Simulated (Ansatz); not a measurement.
Consider the formal hydrolysis of the Sc–Cl bond: `[Cl][Sc]([Cl])[Cl]` + H₂O → `[OH][Sc]([Cl])[Cl]` + HCl.

Program: Ansatz. Geometries: PBE0-D4/def2-TZVP. ΔE: electronic, gas phase. CCSD(T)/CBS adds triple-zeta CCSD(T) − MP2 to the extrapolated MP2 energy (def2 sets, frozen cores). This one scheme is used for every species. DFT in def2-TZVPP. B3LYP here is the variant with VWN-RPA as its local correlation; programs differ in this. HSE06 is defined as in plane-wave codes. For Sc outer-core shells are correlated without core-valence functions, which leaves a few kJ/mol of doubt a bond. Scalar relativity is left out up to krypton. One conformer a species, not always the lowest.

```csv
level,ΔE (eV)
PBE-D4,0.32
B3LYP-D4,0.30
HSE06-D4,0.36
B3LYP,0.29
r2SCAN0,0.36
CAM-B3LYP,0.23
HF/def2-SVP,0.29
CCSD(T)/def2-TZVPP,0.30
```

Task: What does CCSD(T)/CBS give? (Estimate.)

Result: Ansatz gave: +0.33 eV. The listed levels differ from it by -0.01, -0.03, 0.03, -0.04, 0.03, -0.10, -0.04, -0.03 eV.

Task: What do rigid-rotor, harmonic-oscillator terms from PBE0-D4/def2-TZVP frequencies (298.15 K, 1 bar) make of the CCSD(T)/CBS value? (An estimate is asked.)

Result: Computed: ΔZPE = -0.09 eV, ΔH = +0.24 eV, ΔS = 7 J/(mol·K), ΔG = +0.22 eV.

Largest T1 diagnostic among the species: 0.015.

From PBE to PBE0 (25 % exact exchange), in def2-TZVPP and without D4, ΔE moves by +0.03 eV. In def2-TZVPP, CCSD(T) changes the Hartree–Fock value by −0.08 eV (the triples alone add +0.01 eV) and MP2 by −0.07 eV.
